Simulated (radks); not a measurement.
Ionisation of neutral molybdenum, [Kr] 4d5 5s1, to [Kr] 4d5 as the strength of local exchange is varied. Method: scalar-relativistic Kohn-Sham, Slater X-alpha exchange (alpha = 2/3 is LDA exchange), no correlation, spin-unpolarised, spherical densities, finite nucleus; Fermi nuclear charge, rms radius 4.4091 fm; computed with a radial shooting solver on a logarithmic mesh with Libxc functionals.

| alpha | E(Mo) (hartree) | exchange (hartree) | IE (eV) | -e of the level emptied (eV) | <r> of it (bohr) |
|---|---|---|---|---|---|
| 0.579 | -4025.33039 | -99.72102 | 5.906 | 3.137 (5s) | 3.720 |
| 0.586 | -4026.53810 | -100.95705 | 5.937 | 3.163 (5s) | 3.714 |
| 0.648 | -4037.25087 | -111.93635 | 6.209 | 3.402 (5s) | 3.658 |
| 0.667 | -4040.53953 | -115.31233 | 6.294 | 3.477 (5s) | 3.641 |
| 0.71 | -4047.99218 | -122.97235 | 6.489 | 3.652 (5s) | 3.602 |
| 0.717 | -4049.20670 | -124.22191 | 6.521 | 3.681 (5s) | 3.595 |
| 0.953 | -4090.36589 | -166.77112 | 7.657 | 4.735 (5s) | 3.387 |

NIST Atomic Spectra Database: 7.092 eV (measured). The Delta-SCF value meets it near alpha = 0.84. Spin polarisation and multiplet splitting are left out, so open shells lie too high by an amount that depends on their filling.

Beside tabulated values, note that spin-unpolarised runs miss the spin-polarisation part of the exchange energy of open shells.
